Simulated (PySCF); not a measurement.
CH8GeOSi.
Structure used (PBE0-D3(BJ)/def2-SVP), in Å, numbered top down from 1:
```xyz
12
CH8GeOSi angstrom
O      1.6622    0.8390    1.0016
Si     1.2146   -0.7053    0.5457
C     -0.2220   -0.6671   -0.6571
Ge    -1.5345    0.7298   -0.2384
H      2.0066    1.4186    0.3166
H      2.3730   -1.4376   -0.0619
H      0.8066   -1.3803    1.8081
H     -0.7315   -1.6457   -0.6425
H      0.1321   -0.5056   -1.6888
H     -2.8274    0.4993   -1.0463
H     -0.9659    2.1120   -0.6117
H     -1.8753    0.7139    1.2626
```

Method: core-valence-separated Tamm–Dancoff BHandHLYP/aug-pcX-1 (pcseg-1 on H, def2-SVPD on Ge, def2-SVPD on Si) in PySCF, non-relativistic, gas phase, PBE0-D3(BJ)/def2-SVP geometry. No empirical shift is added; at this level the pattern usually sits a few eV under experiment.

The lowest roots of each edge with f over 0.003 (five at most, numbered afresh; weaker and dark ones are left out), with transition dipoles (au) in the frame of the coordinates:

| root | edge | E (eV) | μx | μy | μz |
| --- | --- | --- | --- | --- | --- |
| 1 | C | 285.09 | -0.0148 | 0.0037 | -0.0211 |
| 2 | C | 285.38 | 0.0381 | -0.0198 | -0.0292 |
| 3 | C | 285.70 | -0.0132 | -0.0684 | 0.0090 |
| 4 | C | 285.95 | -0.0352 | 0.0162 | 0.0324 |
| 5 | C | 286.67 | 0.0251 | -0.0057 | 0.0305 |
| 6 | O | 531.69 | 0.0110 | 0.0101 | -0.0332 |
| 7 | O | 533.68 | -0.0015 | -0.0423 | 0.0072 |
| 8 | O | 534.10 | -0.0273 | -0.0194 | -0.0119 |
| 9 | O | 534.44 | 0.0187 | -0.0104 | -0.0238 |
| 10 | O | 534.91 | -0.0132 | 0.0065 | -0.0071 |

**Question.** What are the oscillator strengths?

**Answer.** f = (2/3) ΔE |μ|², with ΔE in hartree (27.2114 eV):

```tsv
root	ΔE (Eh)	|μ|² (au)	f	core hole on
1	10.4769	0.000678	0.005	C3
2	10.4877	0.002696	0.019	C3
3	10.4992	0.004934	0.035	C3
4	10.5085	0.002551	0.018	C3
5	10.5349	0.001593	0.011	C3
6	19.5393	0.001325	0.017	O1
7	19.6124	0.001843	0.024	O1
8	19.6278	0.001263	0.017	O1
9	19.6402	0.001024	0.013	O1
10	19.6575	0.000267	0.004	O1
```

**Question.** Molecules are fixed in this frame and the field points along (1, 0, −1)/√2. What effective strengths 3 f cos²θ do the roots have (θ between field and μ)?

**Answer.** root 1 (C3): 0.000, root 2 (C3): 0.047, root 3 (C3): 0.005, root 4 (C3): 0.048, root 5 (C3): 0.000, root 6 (O1): 0.038, root 7 (O1): 0.001, root 8 (O1): 0.005, root 9 (O1): 0.035, root 10 (O1): 0.001. Averaged over all orientations cos²θ is 1/3, which gives f back.

 Relativistic effects, spin–orbit coupling among them, are left out although an element past zinc is present.

Hardware: one thread, AMD EPYC (x86_64), no GPU, on a shared host. Cost: 16 s, 0.71 GiB resident at most.

One conformer stands for the species.
